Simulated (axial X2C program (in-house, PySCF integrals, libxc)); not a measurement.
## TeH: cheaper levels and CCSD(T), 2c

Computed with an axial X2C code built on PySCF integrals. Two-component (2c) means X2C with spin–orbit coupling and atomic mean-field two-electron Coulomb and Gaunt terms. Basis: Te dyall-cv3z [11s12p8d4f1g], H dyall-v3z [6s2p1d] (cores contracted in-house); Gaussian nuclei, density fitting, unrestricted open shells. Masses: Te 129.906 u, H 1.008 u.

State: Ω = 3/2 (⟨Sz⟩ = 0.50, ⟨Lz⟩ = 1.00 at HF); fragments Te + H.

```csv
level,Re (Å),ωe (cm⁻¹),De (eV)
PBE0,1.663,2129.6,2.86
HF,1.650,2233.8,n/a
MP2,1.655,2191.0,2.66
CCSD,1.664,2125.4,2.77
B97-3,1.665,2122.4,2.83
```

Correlated methods: 7 electrons correlated (number of frozen shells: Te 4 s, 3 p, 2 d; H none), 179 virtual spin orbitals or spinors in MP2, 80 natural virtuals in coupled cluster.

CCSD(T), same Hamiltonian and basis:

Re = 1.667 Å, ωe = 2109.6 cm⁻¹, De = 2.81 eV; T1 = 0.009 (Lee–Taylor normalisation).

Task: Give the differences from CCSD(T) in the columns below.

Result: 

```csv
level,ΔRe (Å),Δωe (cm⁻¹),ΔDe (eV)
PBE0,-0.004,20,0.05
HF,-0.017,124,n/a
MP2,-0.012,81,-0.15
CCSD,-0.003,16,-0.04
B97-3,-0.002,13,0.02
```

Occupations by symmetry block were frozen at the best pattern of an incomplete PBE0 search. De is counted from the lowest determinant-based energies of the atoms at the same level, without counterpoise correction. De is not given where an atomic determinant may have missed its ground term or J level, or where the truncated virtual space spoils (T). Density functionals use the spin component along the axis (collinear). CCSD and (T) use frozen natural virtuals with an MP2 correction for the truncation; (T) itself is uncorrected, so its De runs slightly low. The functionals have no current-density term, which raises determinants with orbital currents, atoms included. With the outer-core shells frozen, correlated bond lengths of heavy atoms tend to come out a few hundredths of an ångström too long.
